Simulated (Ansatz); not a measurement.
**Reading a saddle point**

A first-order saddle point of Si2H10O2, singlet, PBE0-D4/def2-TZVP, with one imaginary mode of 1163i cm⁻¹:

Si1  (-0.273, -0.926, 0.291)
H2  (0.261, 0.597, 0.927)
H3  (-0.492, -2.227, -0.481)
H4  (-0.218, -1.454, 1.685)
Si5  (-2.208, 0.286, -0.214)
H6  (2.013, 0.158, -0.298)
O7  (1.249, -0.738, -0.637)
H8  (1.329, 1.030, 0.773)
O9  (2.340, 1.094, 0.329)
H10  (-2.614, 1.118, 0.955)
H11  (-1.883, 1.226, -1.330)
H12  (-3.376, -0.532, -0.652)
H13  (1.500, -1.522, -1.132)
H14  (2.371, 1.889, -0.216)
(Å)

Program: Ansatz 0.2.0. Basis: def2-TZVPP and def2-QZVPP. Cores are frozen in the correlated methods. Extrapolation: Hartree–Fock as exp(−7.88 √X), correlation as X^−2.97.

Q: Which contacts change along the imaginary mode, and what lies on either side? (A judgement: the text doesn't fix the answer.)

A: Computed: The step is Si₂H₆ ([SiH3][SiH3]) + H₂O + H₂O → Si₂H₆O ([OH][SiH2][SiH3]) + H₂O + H₂, with the molecules in contact on both sides. Shortening one way: Si1–O7, H2–H8, H6–O9; lengthening the same way: Si1–H2, H6–O7, H8–O9.
```json
{"pair": "Si1–O7", "one side (Å)": "3.07", "saddle (Å)": "1.79", "other side (Å)": "1.67"}
{"pair": "H2–H8", "one side (Å)": "2.10", "saddle (Å)": "1.16", "other side (Å)": "0.75"}
{"pair": "H6–O9", "one side (Å)": "1.85", "saddle (Å)": "1.17", "other side (Å)": "0.97"}
{"pair": "Si1–H2", "one side (Å)": "1.49", "saddle (Å)": "1.73", "other side (Å)": "3.84"}
{"pair": "H6–O7", "one side (Å)": "0.97", "saddle (Å)": "1.23", "other side (Å)": "1.89"}
{"pair": "H8–O9", "one side (Å)": "0.96", "saddle (Å)": "1.11", "other side (Å)": "2.59"}
```

Q: Which side is lower, and how far does the saddle lie above each? (To be estimated.)

A: Computed: The side with Si1–O7, H2–H8, H6–O9 short is lower by 44.8 kJ/mol; the saddle lies 200.3 kJ/mol above it and 155.4 kJ/mol above the other (CCSD(T) at an estimated basis limit (MP2 extrapolated from triple and quadruple zeta, plus CCSD(T) − MP2 in triple zeta); electronic energies).

T1 diagnostic: at most 0.013.

Labels in which every atom is bracketed show which atoms are joined, not bond orders.

For scale, one of the runs: CCSD(T)/def2-TZVPP, 286 basis functions, launched by `ansatz run in.yaml --threads 8 --pin off --events-out ev --progress --plain --max-ram 19148MiB`. Hardware: 8 CPU threads of an Arm Neoverse V2, shared host. Wall time 120 s; peak host memory 8.4 GiB.
